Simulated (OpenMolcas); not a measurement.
**V2+, Nb2+, Ta2+: d³ down the group**

| Quantity | Value |
| --- | --- |
| Program | OpenMolcas 26.06 |
| Method | SS-RASPT2, IPEA 0.25 Eh, imaginary shift 0.1 Eh |
| Basis | ANO-R2 |
| Scalar Hamiltonian | X2C, finite nucleus |
| Spin-orbit coupling | RASSI with atomic mean-field integrals over the reference wave functions, term energies averaged over their components |

Active space for each ion: 9 electrons in 8 orbitals (RAS1 p, at most 2 holes; RAS2 d); closed shells correlated by CASPT2: V2+ 3s; Nb2+ 4s; Ta2+ 5s.

Computed levels in cm-1 above ⁴F_3/2:

```json
{"Level": "⁴F_5/2", "V2+": "161", "Nb2+": "548", "Ta2+": "2830"}
{"Level": "⁴F_7/2", "V2+": "381", "Nb2+": "1247", "Ta2+": "5460"}
{"Level": "⁴F_9/2", "V2+": "656", "Nb2+": "2050", "Ta2+": "7620"}
{"Level": "⁴P_1/2", "V2+": "12020", "Nb2+": "8780", "Ta2+": "15350"}
{"Level": "²G_7/2", "V2+": "12050", "Nb2+": "9640", "Ta2+": "13030"}
{"Level": "⁴P_3/2", "V2+": "12090", "Nb2+": "8630", "Ta2+": "15980"}
{"Level": "⁴P_5/2", "V2+": "12280", "Nb2+": "9920", "Ta2+": "15020"}
{"Level": "²P_1/2", "V2+": "15500", "Nb2+": "10400", "Ta2+": "9850"}
{"Level": "²D_5/2(1)", "V2+": "16800", "Nb2+": "14000", "Ta2+": "19630"}
{"Level": "weight of ⁴F in the lowest level (%)", "V2+": "100", "Nb2+": "99", "Ta2+": "88"}
```

Mixed levels, with the weight of the term that names them: Nb2+ ⁴P_1/2 (74 %), Nb2+ ⁴P_3/2 (63 %), Nb2+ ²P_1/2 (74 %), Ta2+ ⁴P_1/2 (56 %), Ta2+ ⁴P_3/2 (52 %), Ta2+ ²P_1/2 (56 %).

Measured, with the error of the calculation in %. Measured levels: V2+ from Sugar and Corliss, J. Phys. Chem. Ref. Data 7, 1191 (1978); Nb2+ from the list in Shadmi, J. Res. Natl. Bur. Stand. 70A, 435 (1966).

| Level | V2+ | Nb2+ |
| --- | --- | --- |
| ⁴F_5/2 | 146 (+10.3) | 516 (+6.2) |
| ⁴F_7/2 | 342 (+11.4) | 1177 (+6.0) |
| ⁴F_9/2 | 584 (+12.3) | 1939 (+5.9) |
| ⁴P_1/2 | 11514 (+4.4) | 8664 (+1.3) |
| ²G_7/2 | 11966 (+0.7) | 9236 (+4.4) |
| ⁴P_3/2 | 11592 (+4.3) | 8608 (+0.2) |
| ⁴P_5/2 | 11770 (+4.4) | 9594 (+3.4) |
| ²P_1/2 | 15580 (-0.5) |  |
| ²D_5/2(1) | 16375 (+2.6) | 13094 (+6.9) |

The fine-structure level ⁴F_9/2 changes by a factor of 11.6 from V2+ to Ta2+.

Without spin-orbit coupling ⁴P lies 11810, 8420, 8720 cm-1 above ⁴F in that order; the difference to the level ⁴P_1/2, of either sign, comes from spin-orbit coupling, which also lowers the zero.

Term energies are means over components that CASPT2 splits; among the terms shown or strongly mixed into the levels shown the widest spread is 410 cm-1 (3d³ ⁴F, V2+). Active for correlation alone: 3p; no level in the range computed is led by a configuration that opens it, so any true level of that kind is missing (holds for V2+). Active for correlation alone: 4p; no level in the range computed is led by a configuration that opens it, so any true level of that kind is missing (holds for Nb2+). Active for correlation alone: 5p; no level in the range computed is led by a configuration that opens it, so any true level of that kind is missing (holds for Ta2+). Computed and measured levels are paired by configuration, term and J; levels that our copy of the source lacks, or whose pairing is in doubt (as where it misses far off the trend of its configuration), stay unpaired and out of the deviations. Levels of configurations outside the active space are missing.

A number in round brackets counts repeated terms of one configuration in the order of the reference energies.
